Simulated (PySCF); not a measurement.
`N#C[SiH2]CS[SiH3]`: 4 charge schemes on one density

Species: C₂H₇NSSi₂.
Structure used (GFN2-xTB), in Å, numbered top down from 1:
```
atom  x, y, z in Å
N1    -4.0935   -0.3543    0.8189
C2    -3.1674    0.2137    0.4558
Si3   -1.6666    1.1594   -0.1403
C4    -0.2188   -0.0656    0.0261
S5     1.3146    0.7679   -0.5369
Si6    2.7162   -0.8236   -0.2363
H7    -1.4905    2.3049    0.7507
H8    -1.8992    1.5085   -1.5407
H9    -0.0675   -0.3816    1.0572
H10   -0.3622   -0.9533   -0.5883
H11    2.6760   -1.1764    1.1787
H12    2.2775   -1.9509   -1.0520
H13    3.9769   -0.2483   -0.6610
```

Density: PBE0/pcSseg-1 (PySCF); schemes: Mulliken, IAO, Hirshfeld and ESP-fitted. One conformer (not necessarily the lowest) at the GFN2-xTB geometry, without solvent, vibrations or thermal averaging.

**Question.** Do the Mulliken, IAO, Hirshfeld and ESP-fitted schemes agree on where the charge is lowest?

**Answer.** The schemes don't all agree: Mulliken C4 (-0.667); IAO C4 (-0.618); Hirshfeld N1 (-0.198); ESP-fitted C4 (-0.462).

**Question.** At which atom do the 4 schemes differ most?

**Answer.** At C4: from -0.667 (Mulliken) to -0.155 e (Hirshfeld), 0.512 e apart.

**Question.** Do the Mulliken, IAO, Hirshfeld and ESP-fitted schemes agree on where the charge is highest?

**Answer.** All schemes agree: Mulliken Si3 (+0.767); IAO Si3 (+0.783); Hirshfeld Si3 (+0.393); ESP-fitted Si3 (+0.480).

**Question.** Give the atomic charges in each scheme.

**Answer.** In e:

```tsv
atom	environment	Mulliken	IAO	Hirshfeld	ESP-fitted
N1	cyano nitrogen	-0.200	-0.192	-0.198	-0.372
C2	cyano carbon	-0.199	-0.158	-0.033	+0.134
Si3	SiH2 silicon	+0.767	+0.783	+0.393	+0.480
C4	sp3 carbon bound to sulfur	-0.667	-0.618	-0.155	-0.462
S5	sulfur bonded to C and Si	-0.299	-0.189	-0.099	-0.271
Si6	SiH3 silicon	+0.485	+0.558	+0.305	+0.327
H7	Si–H hydrogen	-0.039	-0.091	-0.052	-0.050
H8	Si–H hydrogen	-0.039	-0.091	-0.053	-0.050
H9	methylene hydrogen	+0.194	+0.166	+0.047	+0.200
H10	methylene hydrogen	+0.194	+0.166	+0.047	+0.199
H11	Si–H hydrogen	-0.067	-0.119	-0.071	-0.059
H12	Si–H hydrogen	-0.067	-0.119	-0.071	-0.059
H13	Si–H hydrogen	-0.063	-0.096	-0.061	-0.016
```

Mean size of the charges over all atoms: IAO 0.257 e, Mulliken 0.252 e, ESP-fitted 0.206 e, Hirshfeld 0.122 e. Each set sums to the total charge, 0, to within 0.001 e. The IAO scheme projects the occupied orbitals on a minimal set of polarised atomic orbitals and counts the electrons in each atom's part of it.

**Question.** Sum the charges by element, for elements with more than one atom.

**Answer.** 
| element | atoms | Mulliken | IAO | Hirshfeld | ESP-fitted |
| --- | --- | --- | --- | --- | --- |
| C | 2 | -0.866 | -0.776 | -0.189 | -0.328 |
| Si | 2 | +1.252 | +1.341 | +0.697 | +0.806 |
| H | 7 | +0.112 | -0.184 | -0.212 | +0.165 |

**Question.** How many electrons does the Hirshfeld scheme count on Si3?

**Answer.** Z − q = 14 − (+0.393) = 13.607.
